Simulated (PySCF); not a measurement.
F₃H₃Si₂, SMILES F[Si](F)(F)[SiH3].

Coordinates come from a PBE-D3(BJ)/def2-SVP optimisation.

These are PySCF with PBE-D3(BJ)/def2-SVP values and carry that method's errors.

Frequencies are harmonic and unscaled.

Modes within 1.5 cm⁻¹ of each other (mostly degenerate sets) share a row, with their intensities summed.

```
mode   ν (cm⁻¹)  IR (km/mol)  moving atoms (share of kinetic energy)
-----  --------  -----------  --------------------------------------
1            95          0.0                                  H 96 %
2–3         126          2.5                 F 66 %, Si 23 %, H 11 %
4–6         284         68.6                         F 83 %, Si 14 %
7           475         51.8                         Si 58 %, F 38 %
8–9         511         16.9                         H 81 %, Si 14 %
10          791        302.0                 H 40 %, F 40 %, Si 20 %
11          860          0.0                 H 50 %, F 25 %, Si 25 %
12–13       890         19.5                                  H 93 %
14–15       941        286.4                         F 48 %, Si 47 %
16         2173         23.1                                  H 99 %
17–18      2192        113.2                                  H 96 %
```
